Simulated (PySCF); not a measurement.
Ge (germanium, neutral): UHF calculation

Configuration: [Ar] 3d10 4s2 4p2, high-spin 3P determinant. All numbers are calculated (PySCF 2.14, the spin-free X2C one-electron Hamiltonian (Gaussian nucleus), in cc-pVDZ-DK).

* Total energy: -2096.958818 hartree
* One-electron energy: -2922.4974 hartree
* Hartree (Coulomb) energy: 904.1352 hartree
* Exchange energy: -78.5967 hartree
* ⟨S²⟩: 2.0086
* ⟨L²⟩: 2.024
* Sum of ⟨r⟩: 24.03 bohr
* Sum of ⟨r²⟩: 40.60 bohr²
* Traceless quadrupole moment −½Σ⟨3z² − r²⟩ along its main axis: 3.74 e·bohr²
* Langevin diamagnetic susceptibility: -32.2 ×10⁻⁶ cm³/mol
* Time after the integrals: 0.08 s of wall time on 1 thread of Intel(R) Xeon(R) Platinum 8375C CPU @ 2.90GHz (shared host)

| shell | electrons | mean orbital energy (hartree) | spread (hartree) | rms radius, mean of both spins (bohr) |
| --- | --- | --- | --- | --- |
| 1s α | 1 | -410.81347 | 0 | 0.0542 |
| 1s β | 1 | -410.80988 | 0 | 0.0542 |
| 2s α | 1 | -53.43731 | 0 | 0.227 |
| 2s β | 1 | -53.43604 | 0 | 0.227 |
| 2p α | 3 | -46.53304 | 0.00113 | 0.203 |
| 2p β | 3 | -46.52934 | 0.00366 | 0.203 |
| 3s α | 1 | -7.40874 | 0 | 0.667 |
| 3s β | 1 | -7.40211 | 0 | 0.667 |
| 3p α | 3 | -5.21519 | 0.00040 | 0.700 |
| 3p β | 3 | -5.20575 | 0.01442 | 0.700 |
| 3d α | 5 | -1.59817 | 0.00981 | 0.817 |
| 3d β | 5 | -1.59264 | 0.01565 | 0.817 |
| 4s α | 1 | -0.64152 | 0 | 2.35 |
| 4s β | 1 | -0.49142 | 0 | 2.35 |
| 4p α | 2 | -0.28789 | 0 | 3.06 |

Densities and radii are taken from the X2C orbitals without a picture-change correction, which distorts them close to the nucleus.
